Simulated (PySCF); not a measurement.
# Dipole moment and polarisability of `N=C1CCCCC1`

C₆H₁₁N.
Geometry (GFN2-xTB, Å), atoms numbered from 1 in this order:
```xyz
18
C6H11N angstrom
N      2.2558   -1.1608   -0.1592
C      1.1891   -0.6030    0.2040
C     -0.0490   -1.4353    0.3540
C     -1.1903   -0.8471   -0.4784
C     -1.4260    0.6129   -0.1057
C     -0.1551    1.4243   -0.3328
C      0.9961    0.8613    0.5041
H      3.0614   -0.5426   -0.2460
H      0.1709   -2.4576    0.0471
H     -0.3389   -1.4429    1.4082
H     -0.9337   -0.9153   -1.5380
H     -2.0985   -1.4304   -0.3154
H     -2.2393    1.0237   -0.7077
H     -1.7187    0.6798    0.9453
H     -0.3221    2.4717   -0.0715
H      0.1159    1.3815   -1.3907
H      0.7562    0.9703    1.5657
H      1.9176    1.4157    0.3052
```

Level: CAM-B3LYP/def2-SVPD (PySCF), static field, nuclei fixed, core orbitals frozen in the response. The polarisability tensor in these axes (au):

```
x   85.66 -3.51 -1.02
y   -3.51 76.70  1.02
z   -1.02  1.02 63.37
```

Problem. Diagonalise the tensor; give its mean and Δα, where Δα² is half the sum of the squared differences of the eigenvalues.

Solution. Principal values 63.26, 75.53 and 86.94 au; mean 75.24 au = 11.15 Å³ = 12.41 × 10⁻⁴⁰ C²·m²/J; Δα = 20.51 au (27 % of the mean).

Problem. What is the dipole moment, and where does it point?

Solution. (-1.35, 2.12, 0.51) D, 2.57 D in size, pointing from the negative to the positive side. Measured along this direction, the outermost atoms are N1, H9 and H8 at the negative end and H15 at the positive end.

Problem. Traceless (Buckingham) quadrupole moment about the centre of nuclear charge: eigenvalues?

Solution. -9.38, 2.45, 6.93 D·Å. The values depend on the origin, since the dipole doesn't vanish. The electronic extent ⟨r²⟩ about the same centre is 750 bohr², a root-mean-square distance of 1.97 Å for the 54 electrons.

Problem. Orientational against electronic polarisability at 273 K (dilute gas, rigid molecules)?

Solution. In Gaussian units μ²/3kT = 58.29 Å³ against 11.15 Å³, a ratio of 5.23; the Debye molar polarisation (4π/3)N_A(α + μ²/3kT) is 175.2 cm³/mol, leaving out the vibrational part.

Problem. Refractivity n − 1 of an ideal gas of it at 500 K and 1 atm, from the electronic α?

Solution. N = p/kT = 1.4678 × 10¹⁹ cm⁻³, so n − 1 = 2π × N × 11.15 × 10⁻²⁴ cm³ = 1028 × 10⁻⁶ at long wavelengths.

One conformer (not necessarily the lowest) at the GFN2-xTB geometry, without solvent, vibrations or thermal averaging.
